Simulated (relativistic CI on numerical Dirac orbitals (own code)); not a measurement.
**Pb³⁵⁺: computed level list**

Calculated at this level of theory: Dirac-Coulomb-Breit CI, separate exchange-only KLI orbitals for each configuration, a model potential for QED, unscaled Slater integrals (own radial code, finite nucleus).

Configuration list (outside the closed core [Ar] 3d10): 4s²4p⁶4d¹⁰4f, 4s²4p⁶4d⁹4f², 4s²4p⁶4d¹⁰5s, 4s²4p⁵4d¹⁰4f², 4s²4p⁶4d¹⁰5p, 4s4p⁶4d¹⁰4f², 4s²4p⁶4d¹⁰5d, 4s²4p⁴4d¹⁰4f³, 4s²4p⁶4d⁹4f5s, 4s²4p⁶4d¹⁰5f, 4s²4p⁶4d⁹5s², 4s²4p⁶4d⁸4f²5s, 4s²4p⁶4d⁹4f5p, 4s²4p⁶4d⁹5s5p, 4s²4p⁶4d¹⁰5g, 4p⁶4d¹⁰4f³. Levels of other configurations are missing.

The lowest level is 4s²4p⁶4d¹⁰4f ²F°5/2, with 100 % of that term; Hund's rules for 4s²4p⁶4d¹⁰4f give ²F° with J = 5/2, in agreement.

```csv
No.,Configuration,Term,J,E (cm⁻¹),%,Next component (%),Lifetime (s),jj configuration (%)
1,4s²4p⁶4d¹⁰4f,²F°,5/2,0,100,,,4f5/2 (100)
2,4s²4p⁶4d¹⁰4f,²F°,7/2,59781,100,,4.07e-04,4f7/2 (100)
3,4s²4p⁶4d⁹4f²,⁴F,3/2,1874399,91,6 ²D,2.02e-05,4d5/2^5 4f5/2^2 (85)
4,4s²4p⁶4d⁹4f²,⁴F,5/2,1879062,52,25 ⁴G,1.37e-08,4d5/2^5 4f5/2^2 (90)
5,4s²4p⁶4d⁹4f²,⁴G,7/2,1900174,40,25 ⁴F,6.71e-09,4d5/2^5 4f5/2^2 (83)
6,4s²4p⁶4d⁹4f²,²K,13/2,1921978,44,38 ⁴K,,4d5/2^5 4f5/2^2 (97)
7,4s²4p⁶4d⁹4f²,⁴H,9/2,1930247,37,23 ⁴G,2.60e-08,4d5/2^5 4f5/2^2 (85)
8,4s²4p⁶4d⁹4f²,⁴D,5/2,1932864,27,24 ⁴G,1.30e-09,4d5/2^5 4f5/2^2 (86)
9,4s²4p⁶4d⁹4f²,⁴F,7/2,1935529,34,25 ⁴D,1.61e-09,4d5/2^5 4f5/2 4f7/2 (87)
10,4s²4p⁶4d⁹4f²,⁴I,11/2,1945322,33,20 ²I,,4d5/2^5 4f5/2^2 (94)
11,4s²4p⁶4d⁹4f²,⁴F,9/2,1949969,57,21 ⁴G,1.40e-08,4d5/2^5 4f5/2 4f7/2 (76)
12,4s²4p⁶4d⁹4f²,⁴D,3/2,1951124,49,20 ⁴F,7.56e-10,4d5/2^5 4f5/2^2 (75)
13,4s²4p⁶4d⁹4f²,²F,5/2,1958711,38,35 ⁴F,1.36e-10,4d5/2^5 4f5/2 4f7/2 (82)
14,4s²4p⁶4d⁹4f²,⁴G,7/2,1959269,42,25 ⁴F,1.90e-08,4d5/2^5 4f5/2^2 (70)
15,4s²4p⁶4d⁹4f²,⁴K,15/2,1961347,74,22 ²K,6.49e-04,4d5/2^5 4f5/2 4f7/2 (99)
16,4s²4p⁶4d⁹4f²,⁴P,1/2,1967546,50,40 ⁴D,4.34e-05,4d5/2^5 4f5/2^2 (72)
17,4s²4p⁶4d⁹4f²,⁴D,7/2,1971972,36,31 ²G,3.18e-09,4d5/2^5 4f5/2 4f7/2 (87)
18,4s²4p⁶4d⁹4f²,⁴H,11/2,1973049,44,43 ⁴G,1.97e-04,4d5/2^5 4f5/2 4f7/2 (91)
19,4s²4p⁶4d⁹4f²,⁴H,13/2,1982851,51,26 ²I,,4d5/2^5 4f5/2 4f7/2 (93)
20,4s²4p⁶4d⁹4f²,⁴G,9/2,1983893,33,26 ⁴H,2.36e-08,4d5/2^5 4f5/2^2 (73)
21,4s²4p⁶4d⁹4f²,⁴K,17/2,1986644,75,25 ²L,3.32e-03,4d5/2^5 4f5/2 4f7/2 (63)
22,4s²4p⁶4d⁹4f²,⁴D,5/2,1990100,32,32 ²F,1.61e-09,4d5/2^5 4f5/2 4f7/2 (90)
23,4s²4p⁶4d⁹4f²,²H,9/2,1994724,48,24 ²G,6.33e-09,4d5/2^5 4f5/2 4f7/2 (91)
24,4s²4p⁶4d⁹4f²,⁴I,13/2,2003932,43,26 ²K,2.30e-04,4d5/2^5 4f5/2 4f7/2 (99)
25,4s²4p⁶4d⁹4f²,²H,11/2,2004838,28,24 ⁴G,1.99e-04,4d5/2^5 4f5/2 4f7/2 (95)
26,4s²4p⁶4d⁹4f²,⁴G,9/2,2006119,31,29 ²H,5.75e-09,4d5/2^5 4f5/2 4f7/2 (76)
27,4s²4p⁶4d⁹4f²,²D,3/2,2006491,68,16 ⁴P,3.39e-10,4d5/2^5 4f5/2 4f7/2 (82)
28,4s²4p⁶4d⁹4f²,²G,7/2,2010158,34,30 ²F,2.49e-10,4d5/2^5 4f5/2 4f7/2 (61)
29,4s²4p⁶4d⁹4f²,⁴D,1/2,2010763,36,32 ⁴P,1.08e-05,4d5/2^5 4f5/2 4f7/2 (87)
30,4s²4p⁶4d⁹4f²,⁴D,5/2,2027791,28,24 ²D,3.83e-11,4d5/2^5 4f5/2 4f7/2 (51)
31,4s²4p⁶4d⁹4f²,²D,3/2,2030396,36,29 ⁴P,8.13e-11,4d5/2^5 4f5/2 4f7/2 (84)
32,4s²4p⁶4d⁹4f²,⁴H,11/2,2031688,44,36 ⁴G,5.72e-05,4d5/2^5 4f5/2 4f7/2 (79)
33,4s²4p⁶4d⁹4f²,²L,17/2,2035334,75,25 ⁴K,3.27e-04,4d5/2^5 4f7/2^2 (63)
34,4s²4p⁶4d⁹4f²,²F,7/2,2035773,61,13 ²G,3.69e-10,4d5/2^5 4f7/2^2 (72)
35,4s²4p⁶4d⁹4f²,²I,13/2,2040371,56,38 ⁴H,2.17e-04,4d5/2^5 4f7/2^2 (83)
36,4s²4p⁶4d¹⁰5s,²S,1/2,2040693,97,1 4s²4p⁶4d⁸4f²5s ²S,,5s (97)
37,4s²4p⁶4d⁹4f²,⁴I,15/2,2040807,74,24 ²K,4.79e-04,4d5/2^5 4f7/2^2 (63)
38,4s²4p⁶4d⁹4f²,²G,9/2,2041631,47,28 ²H,1.07e-10,4d5/2^5 4f5/2 4f7/2 (83)
39,4s²4p⁶4d⁹4f²,²G,7/2,2048279,33,31 ⁴D,2.11e-10,4d5/2^5 4f5/2 4f7/2 (91)
40,4s²4p⁶4d⁹4f²,²H,11/2,2054487,54,25 ⁴G,2.04e-05,4d5/2^5 4f7/2^2 (80)
41,4s²4p⁶4d⁹4f²,²D,5/2,2059996,32,24 ²F,7.93e-11,4d5/2^5 4f7/2^2 (41)
42,4s²4p⁶4d⁹4f²,²H,11/2,2061783,42,27 ⁴G,8.92e-05,4d5/2^5 4f7/2^2 (59)
43,4s²4p⁶4d⁹4f²,²G,9/2,2063878,35,29 ⁴F,3.47e-11,4d5/2^5 4f7/2^2 (66)
44,4s²4p⁶4d⁹4f²,²D,5/2,2066649,30,28 ⁴G,1.40e-11,4d5/2^5 4f5/2 4f7/2 (47)
45,4s²4p⁶4d⁹4f²,²P,3/2,2074072,33,29 ²D,1.15e-10,4d5/2^5 4f7/2^2 (83)
```

Energies count from the lowest computed level; ° marks odd parity; lifetimes are radiative, by E1, M1, E2, M2 decay to levels of this space only; some are left blank where a channel outside the calculation adds to the decay or the decay crosses a small, uncertain gap. Filled j subshells are mostly left out of the jj labels.

The mean weight of the leading LS term, summed over parents, in these 45 levels is 49 %, and that of the leading jj configuration (from the same eigenvectors) 80 %, so jj coupling describes them better and the LS labels are nominal.

At this charge energies of transitions that change n are usually good to better than 1 %, and those within a shell (Δn = 0) to a few per cent.

LS names give the leading component of a level, which can be under half, so a name can repeat, a term be missing and a line seem to break the LS rules.
